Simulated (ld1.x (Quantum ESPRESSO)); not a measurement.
**How hard is this Tc TM potential?**

```
Element                 : Tc
Generator               : ld1.x (Quantum ESPRESSO) 7.5
Type                    : norm-conserving Troullier–Martins (Kleinman–Bylander form)
Functional              : PBE
Relativity              : scalar-relativistic
Frozen core             : [Ar] 3d10
Valence charge          : 15
Reference configuration : 4s2 4p6 4d5 5s2 5p0
Partial waves           : 4s (bound): rc 1.65 bohr; 4p (bound): rc 1.05 bohr; 4d (bound): rc 1.50 bohr
Local potential         : the d channel
Core correction         : Bessel-smoothed model core inside 0.60 bohr
```

Occupied shells without a wave of their own: 5s. They enter only through the test configuration that unscreens the potential, and ld1.x also counts them in the model core charge.

The pseudo-atom Hamiltonian at the reference potential is diagonalised in spherical Bessel functions j_l(qr) that vanish at 20 bohr, with q² up to the cutoff. All-electron valence levels (Ry): 4s -5.3933, 5s -0.3706, 4p -3.3326, 5p -0.1028, 4d -0.4896.

Problem. How do the lowest levels (Ry) of each channel move with the cutoff, and are there ghosts?

Solution.

```json
{"cutoff (Ry)": "8", "s #1": "-5.2645", "s #2": "-0.3709", "p #1": "-2.4527", "p #2": "-0.0566", "d #1": "-0.0187", "d #2": "0.0718", "f #1": "0.1081", "Σ f·Δε (mRy)": "7944.6"}
{"cutoff (Ry)": "12", "s #1": "-5.2866", "s #2": "-0.3929", "p #1": "-3.0070", "p #2": "-0.0824", "d #1": "-0.1399", "d #2": "0.0619", "f #1": "0.1081", "Σ f·Δε (mRy)": "3924.4"}
{"cutoff (Ry)": "21", "s #1": "-5.3434", "s #2": "-0.3948", "p #1": "-3.2577", "p #2": "-0.0992", "d #1": "-0.3669", "d #2": "0.0571", "f #1": "0.1081", "Σ f·Δε (mRy)": "1167.7"}
{"cutoff (Ry)": "30", "s #1": "-5.3818", "s #2": "-0.3952", "p #1": "-3.2649", "p #2": "-0.0997", "d #1": "-0.4510", "d #2": "0.0561", "f #1": "0.1081", "Σ f·Δε (mRy)": "626.5"}
{"cutoff (Ry)": "40", "s #1": "-5.3883", "s #2": "-0.3954", "p #1": "-3.2915", "p #2": "-0.1008", "d #1": "-0.4838", "d #2": "0.0558", "f #1": "0.1081", "Σ f·Δε (mRy)": "289.1"}
{"cutoff (Ry)": "50", "s #1": "-5.3897", "s #2": "-0.3963", "p #1": "-3.3171", "p #2": "-0.1020", "d #1": "-0.4889", "d #2": "0.0557", "f #1": "0.1081", "Σ f·Δε (mRy)": "105.3"}
{"cutoff (Ry)": "70", "s #1": "-5.3929", "s #2": "-0.3971", "p #1": "-3.3296", "p #2": "-0.1026", "d #1": "-0.4896", "d #2": "0.0557", "f #1": "0.1081", "Σ f·Δε (mRy)": "19.4"}
{"cutoff (Ry)": "90", "s #1": "-5.3931", "s #2": "-0.3971", "p #1": "-3.3300", "p #2": "-0.1027", "d #1": "-0.4896", "d #2": "0.0557", "f #1": "0.1081", "Σ f·Δε (mRy)": "16.6"}
{"cutoff (Ry)": "110", "s #1": "-5.3932", "s #2": "-0.3972", "p #1": "-3.3315", "p #2": "-0.1027", "d #1": "-0.4896", "d #2": "0.0557", "f #1": "0.1081", "Σ f·Δε (mRy)": "7.1"}
{"cutoff (Ry)": "160", "s #1": "-5.3932", "s #2": "-0.3972", "p #1": "-3.3325", "p #2": "-0.1028", "d #1": "-0.4896", "d #2": "0.0557", "f #1": "0.1081", "Σ f·Δε (mRy)": "0.9"}
{"cutoff (Ry)": "200", "s #1": "-5.3932", "s #2": "-0.3972", "p #1": "-3.3326", "p #2": "-0.1028", "d #1": "-0.4896", "d #2": "0.0557", "f #1": "0.1081", "Σ f·Δε (mRy)": "0.4"}
{"cutoff (Ry)": "400", "s #1": "-5.3932", "s #2": "-0.3972", "p #1": "-3.3326", "p #2": "-0.1028", "d #1": "-0.4896", "d #2": "0.0557", "f #1": "0.1081", "Σ f·Δε (mRy)": "0.0"}
```

Result: no extra level below or beside the all-electron valence levels (s, p, d, f tested); 10 mRy is reached at 110 Ry and 1 mRy at 160 Ry.

The potential misses its own reference levels by up to 0.4 eV. ld1.x takes every shell without a wave as core, so the model core holds the 5s electrons as well and exchange and correlation see them twice. This cancels in the reference configuration, but the file is broken for other ones, and its errors say nothing about a proper core correction. Its largest configuration-test error is -3393 meV.
